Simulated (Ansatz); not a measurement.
Breaking the C2–H3 bond in CH5NSi (SMILES C[Si]N) (multiplicity 1 held, fragments rigid). Energies count from the point at 1.093 Å.
Geometry at that point (charge 0, multiplicity 1):
```xyz
8

Si    -0.2770    -0.0299     0.6534
C      0.5814     1.3396    -0.3708
H      0.1332     2.3155    -0.1673
H      0.5786     1.1721    -1.4515
H      1.6258     1.4080    -0.0421
N     -0.2193    -1.2951    -0.5031
H      0.1577    -1.2308    -1.4393
H     -0.5711    -2.2185    -0.3004
```

Restricted levels (R-, RO-) in cc, def2 and unpolarised 6-31G sets keep to the state of the molecule at rest. Active spaces are followed from a long bond inwards. Levels need not reach the same state.

Correlated levels freeze the cores.

The values were computed with Ansatz (a program for electronic structure). Each number belongs to the level named beside it.

### Question
Predict the energy at R = 3.498 Å from R-HF/cc-pV(D+d)Z.

### Answer
184.6 kcal/mol

### Question
Give the energy at R = 3.498 Å at the level SC-NEVPT2 on CASSCF(2,2)/cc-pV(D+d)Z.

### Answer
108.2 kcal/mol

### Question
What is the computed energy at R = 3.498 Å (FIC-MRCISD+Q on CASSCF(2,2)/cc-pV(D+d)Z)?

### Answer
108.8 kcal/mol

Doubts at one or more of the structures used: a restricted determinant that unrestricted orbitals would lower (R-HF/cc-pV(D+d)Z).
